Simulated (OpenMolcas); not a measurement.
## Nb²⁺: the spin-orbit constant, Racah parameters, worked from levels

```json
{
 "Program": "OpenMolcas 26.06",
 "Basis": "ANO-RCC-VDZP [6s5p3d1f]",
 "Scalar Hamiltonian": "DKH2, point nucleus",
 "Active space": "3 electrons in 5 orbitals (4d)",
 "State averaging": "2S+1 = 4 even, 10 roots; 2S+1 = 2 even, 40 roots",
 "Spin-orbit coupling": "state interaction with AMFI integrals over the reference wave functions, term energies averaged over their components"
}
```

Methods: CASSCF; MS-CASPT2, IPEA 0.25 Eh, imaginary shift 0.1 Eh (closed shells correlated: 4s 4p). Measured levels: the list in Shadmi, J. Res. Natl. Bur. Stand. 70A, 435 (1966).

**The spin-orbit constant.** For the Hund term ⁴F of d3, E(J) = (A/2) J(J+1) + constant and ζ = 2S·A = 3A. From J = 3/2 to J = 9/2 the energy changes by 10.5 A.

```csv
Source,E(9/2) - E(3/2),A,ζ
CASSCF,2036.9,194.0,582
MS-CASPT2,2044.8,194.7,584
measured,1939.0,184.7,554
```

All in cm-1. MS-CASPT2 is off by +5.5 % and CASSCF by +5.0 %. Both methods take the spin-orbit matrix elements from the reference wave functions, so the second can move ζ only through the term energies and any multistate remixing. Second-order mixing with other terms is absorbed into this ζ.

**Racah parameters.** Above ⁴F, d3 has ⁴P at 15B, ²G at 4B + 3C and ²H at 9B + 3C. The first two fix B and C, and the third tests them; where it misses by thousands of cm-1, two parameters do not describe the configuration (Trees and configuration-interaction terms are left out) and B and C hang on the terms chosen. Term energies are centres of gravity, weighted by 2J + 1.

```
   Source     ⁴P     ²G    B     C   C/B  ²H from B, C  ²H found
   CASSCF  10458  11074  697  2762  3.96         14559     14778
MS-CASPT2   8592   9268  573  2326  4.06         12135     13423
 measured   7971   8413  531  2096  3.95         11067     11967
```

Energies in cm-1. From CASSCF to MS-CASPT2, B changes by -17.8 % and C by -15.8 %. Against the measured terms, MS-CASPT2 has B off by +7.9 % and C by +11.0 %.

CASPT2 breaks the degeneracy within a term, and the mean is taken; among the terms shown or strongly mixed into the levels shown the widest spread is 590 cm-1 (4d³ ⁴F, MS-CASPT2). Levels of configurations with an s electron are missing; early in the row they begin among the upper levels of the d shell and mix with terms of their name. Without dynamic correlation excited terms often stand tens of per cent too high (terms of higher spin than the ground term too low), and those without a measured partner can miss by more than the paired ones (holds for CASSCF). Measured partners are found by configuration, term and J. A level has none where our copy of the source lacks it or the pairing is in doubt (some pairs that miss far off the trend of their configuration count as doubtful), and it then counts in no deviation. Levels of configurations outside the active space are missing.
